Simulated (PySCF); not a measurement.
## H2AlClN, SMILES `[NH2][Al][Cl]` (charge 0, multiplicity 2)

Method: r2SCAN-D4/def2-TZVP (PySCF).

```
Item                                                Result
-----------------------------  ---------------------------
highest occupied spin orbital                     -5.40 eV
dipole moment                                       2.33 D
total energy                                  -758.6155 Ha
cost                           very roughly 8 core-minutes
```

Bonds (Å): N1–Al2 1.767, N1–H4 1.010, N1–H5 1.008, Al2–Cl3 2.118. Angles (°): Al2–N1–H4 124.2, Al2–N1–H5 125.3, H4–N1–H5 110.5, N1–Al2–Cl3 116.4.
Charge 0, spin multiplicity 2.
